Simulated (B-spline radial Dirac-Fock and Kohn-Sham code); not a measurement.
ΔSCF core binding energies without Breit or QED terms, calculated with a radial B-spline solver.

A sound run for Ni⁶⁺, configuration [Ar] 3d4: The ground state converged in 10 iterations, with total energy -1508.49630 Ha, virial ratio 1.98332 and highest orbital energy -132.32 eV. ΔSCF binding energies: K (1s) 8491.7 eV, L3 (2p3/2) 1003.8 eV. Holes are computed only in closed shells, and unreliable hole states are left out.

A second run, with one unsound setting: The ground state converged in 9 iterations, with total energy -1508.36784 Ha, virial ratio 1.98332 and highest orbital energy -132.38 eV. ΔSCF binding energies: K (1s) 8491.4 eV, L3 (2p3/2) 1004.0 eV. Holes are computed only in closed shells, and unreliable hole states are left out.

```
iter   energy (Ha)        error
   1    -1491.88259893  1.24e+00
   2    -1506.04088637  5.39e-01
   3    -1508.08389686  1.84e-01
   4    -1508.33695880  6.00e-02
   5    -1508.36363169  2.17e-02
   6    -1508.36783005  1.39e-03
   7    -1508.36783964  5.44e-05
   8    -1508.36783965  1.03e-05
   9    -1508.36783965  3.79e-07
```

**Question.** Which fault fits the second run best?
A. too few iterations
B. spline order too low
C. damping too heavy
D. functional not served

**Answer.** B. The input had order = 3: order is too low for an accurate radial basis.
